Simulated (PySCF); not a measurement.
CH₄CdOSe, SMILES C[O][Cd][SeH].

Geometry: PBE-D3(BJ)/def2-SVP. The def2 effective core potentials stand for the cores of Cd; spin–orbit coupling is left out. The values are those of a single conformer.

The numbers are results of PBE-D3(BJ)/def2-SVP run with PySCF, not measurements.

Frequencies are harmonic and unscaled.

```
mode  ν (cm⁻¹)  IR (km/mol)  moving atoms (share of kinetic energy)
----  --------  -----------  --------------------------------------
1           64          1.9        Cd 37 %, C 29 %, Se 17 %, H 13 %
2           74          4.0        H 33 %, Cd 30 %, O 20 %, Se 11 %
3           82          4.2                                  H 94 %
4          143          8.8                          H 57 %, O 35 %
5          204          4.8         C 31 %, Se 26 %, O 22 %, H 14 %
6          241          5.2                Se 37 %, Cd 31 %, O 19 %
7          508         40.9                  O 66 %, Cd 19 %, C 9 %
8          570          0.1                                  H 97 %
9         1086        223.4                          O 50 %, C 45 %
10        1128          0.1                          H 77 %, C 19 %
11        1141          3.1                          H 73 %, C 20 %
12        1413          0.9                                  H 96 %
13        1416         20.0                                  H 93 %
14        1429         74.5                           H 91 %, C 8 %
15        2348         10.4                                  H 99 %
16        2868        186.9                                  H 97 %
17        2923         67.4                          H 90 %, C 10 %
18        2965         43.0                           H 91 %, C 9 %
```
